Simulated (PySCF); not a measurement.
C₂H₈FNSi.

```xyz
13

C     -0.5704    -0.8003    -1.5654
Si     0.0157     0.0234     0.0000
C     -0.5704    -0.8003     1.5654
N     -0.4819     1.6706     0.0000
F      1.6563    -0.1162     0.0000
H     -1.6705    -0.8090    -1.6183
H     -0.1895    -0.2745    -2.4560
H     -0.2124    -1.8409    -1.6158
H     -0.1895    -0.2745     2.4560
H     -1.6705    -0.8090     1.6183
H     -0.2124    -1.8409     1.6158
H     -0.3810     2.2381     0.8350
H     -0.3810     2.2381    -0.8350
```
Charge 0, spin multiplicity 1.

Geometry optimised at ωB97X-D3(BJ)/def2-SVP. The structure was generated by enumeration, and PubChem lists no compound with its InChIKey, so it may never have been made. One conformer was computed; it need not be the lowest.

Computed with PBE0/pcSseg-1 (PySCF). Non-relativistic, no solvent.

Computed absolute GIAO shielding of each atom: isotropic value and principal components (ppm):
```json
[
 {"atom": "C1", "σ(iso)": "186.8", "σ11": "179.5", "σ22": "187.5", "σ33": "193.3", "span": "13.8"},
 {"atom": "Si2", "σ(iso)": "339.9", "σ11": "320.0", "σ22": "348.8", "σ33": "351.1", "span": "31.1"},
 {"atom": "C3", "σ(iso)": "186.8", "σ11": "179.5", "σ22": "187.5", "σ33": "193.3", "span": "13.8"},
 {"atom": "N4", "σ(iso)": "229.7", "σ11": "212.3", "σ22": "214.1", "σ33": "262.8", "span": "50.5"},
 {"atom": "F5", "σ(iso)": "313.8", "σ11": "262.9", "σ22": "321.8", "σ33": "356.7", "span": "93.8"},
 {"atom": "H6", "σ(iso)": "31.3", "σ11": "27.2", "σ22": "28.7", "σ33": "37.9", "span": "10.8"},
 {"atom": "H7", "σ(iso)": "31.1", "σ11": "26.8", "σ22": "28.6", "σ33": "37.8", "span": "11.0"},
 {"atom": "H8", "σ(iso)": "31.1", "σ11": "26.8", "σ22": "28.5", "σ33": "37.9", "span": "11.1"},
 {"atom": "H9", "σ(iso)": "31.1", "σ11": "26.8", "σ22": "28.6", "σ33": "37.8", "span": "11.0"},
 {"atom": "H10", "σ(iso)": "31.3", "σ11": "27.2", "σ22": "28.7", "σ33": "37.9", "span": "10.8"},
 {"atom": "H11", "σ(iso)": "31.1", "σ11": "26.8", "σ22": "28.5", "σ33": "37.9", "span": "11.1"},
 {"atom": "H12", "σ(iso)": "30.4", "σ11": "23.7", "σ22": "26.5", "σ33": "41.0", "span": "17.3"},
 {"atom": "H13", "σ(iso)": "30.4", "σ11": "23.7", "σ22": "26.5", "σ33": "41.0", "span": "17.3"}
]
```
